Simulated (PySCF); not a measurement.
Compound: SnCl(SiH3)3.
Bonds: Sn1–Cl2, Sn1–Si3, Sn1–Si7, Sn1–Si11. Hydrogens: H4, H5, H6 on Si3; H8, H9, H10 on Si7; H12, H13, H14 on Si11.

Level of theory: PySCF, PBE0-D3(BJ)/def2-SVP geometry optimisation, gas phase, def2 core potentials past Kr.

Question: Give the optimised bond lengths and angles.

Answer: 
```json
{"bond": "Sn1–Cl2", "length (Å)": "2.387"}
{"bond": "Sn1–Si3, Sn1–Si7, Sn1–Si11", "length (Å)": "2.570"}
{"bond": "Si3–H4 and 8 like bonds", "length (Å)": "1.494"}
```

Bonds in one row agree within 0.01 Å and their mean is given. A selection of angles:
```json
{"angle": "Cl2–Sn1–Si3", "degrees": "104.3"}
{"angle": "Cl2–Sn1–Si7", "degrees": "104.9"}
{"angle": "Si3–Sn1–Si7", "degrees": "114.4"}
{"angle": "Sn1–Si3–H4", "degrees": "109.3"}
{"angle": "H4–Si3–H5", "degrees": "109.1"}
```

Sn1 (tin bonded to Cl and 3 Si) is distorted tetrahedral (angles from 104.3° to 114.4°). All 3 Si–Sn bonds measure 2.570 to 2.571 Å. Si3 (silicon bonded to Sn and 3 H) is tetrahedral (angles from 109.1° to 109.9°).

Point group: near C3v, missed by 0.18 Å at most; the miss may be what the optimiser left on a soft mode (C3 holds within 0.08 Å). PBE0-D3(BJ)/def2-SVP frequencies: not computed here.
